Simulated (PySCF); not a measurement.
Species: C5H9ClO.
Numbering: `[CH3:1][O:2][CH2:3]/[C:4]([CH3:5])=[CH:6]\[Cl:7]` (hydrogens: H8, H9, H10 on C1; H11, H12 on C3; H13, H14, H15 on C5; H16 on C6)

Structure used (GFN2-xTB), in Å, numbered top down from 1:
```xyz
16
C5H9ClO angstrom
C      2.019    0.646   -0.003
O      1.221    0.268   -1.097
C      0.312   -0.771   -0.796
C     -0.807   -0.314    0.110
C     -1.670    0.771   -0.456
C     -1.013   -0.792    1.329
Cl    -0.066   -2.033    2.064
H      2.696    1.416   -0.367
H      1.415    1.047    0.819
H      2.602   -0.204    0.372
H      0.843   -1.622   -0.350
H     -0.103   -1.072   -1.762
H     -2.329    1.194    0.298
H     -1.037    1.553   -0.869
H     -2.275    0.371   -1.269
H     -1.814   -0.448    1.965
```

Vertical excitations from PySCF (density fitting, frozen core in the response, grid level 2 and gas phase unless stated; continuum runs use non-equilibrium linear response for the excitations) on a GFN2-xTB geometry. Reference run:

```
                              settings    S1, eV (f)    S2, eV (f)    S3, eV (f)    S4, eV (f)    S5, eV (f)    S6, eV (f)  T1, eV (Tamm–Dancoff)  mean α (au)
PBE0/def2-SVPD, full TDDFT, 6 singlets  6.02 (0.002)  6.48 (0.294)  6.60 (0.001)  6.81 (0.005)  7.17 (0.013)  7.29 (0.001)                   4.11         80.2
```

Task: What do these settings give: (1) PBE0/IGLO-II, IEF-PCM cyclohexane, fitting basis def2-qzvpp-jkfit, TDA, 25 singlets; (2) wB97X/def2-SVPD, fitting basis def2-universal-jkfit, energy threshold 1e-11 Eh, TDA, 3 singlets?

Result: 
| settings | S1, eV (f) | S2, eV (f) | S3, eV (f) | S4, eV (f) | S5, eV (f) | S6, eV (f) | T1, eV (Tamm–Dancoff) | mean α (au) |
| --- | --- | --- | --- | --- | --- | --- | --- | --- |
| PBE0/IGLO-II, IEF-PCM cyclohexane, fitting basis def2-qzvpp-jkfit, TDA, 25 singlets | 6.07 (0.002) | 6.81 (0.479) | 6.92 (0.001) | 7.34 (0.001) | 7.59 (0.002) | 7.72 (0.022) | 4.11 | 80.0 |
| wB97X/def2-SVPD, fitting basis def2-universal-jkfit, energy threshold 1e-11 Eh, TDA, 3 singlets | 6.86 (0.002) | 7.09 (0.366) | 7.12 (0.067) | – | – | – | 4.25 | 79.0 |

(1) S1 moves by +0.05 eV; basis, environment and response scheme change together, so the shift can't be laid on one. (2) S1 moves by +0.84 eV; functional and response scheme change together, so the shift can't be laid on one. States are counted by energy in each run and needn't keep their character from row to row.

Task: Which orbital pairs make up S1 in each run, and how does it sit against the orbital gap?

Result: 
```tsv
settings	S1 configurations (weight)	S1 (eV)	orbital gap (eV)	S1 − gap (eV)
PBE0/def2-SVPD, full TDDFT, 6 singlets	H−1→L 0.99	6.02	7.04	-1.02
PBE0/IGLO-II, IEF-PCM cyclohexane, fitting basis def2-qzvpp-jkfit, TDA, 25 singlets	H−1→L 0.99	6.07	7.08	-1.01
wB97X/def2-SVPD, fitting basis def2-universal-jkfit, energy threshold 1e-11 Eh, TDA, 3 singlets	H−1→L 0.90	6.86	11.52	-4.66
```

Geometry: GFN2-xTB, one conformer.
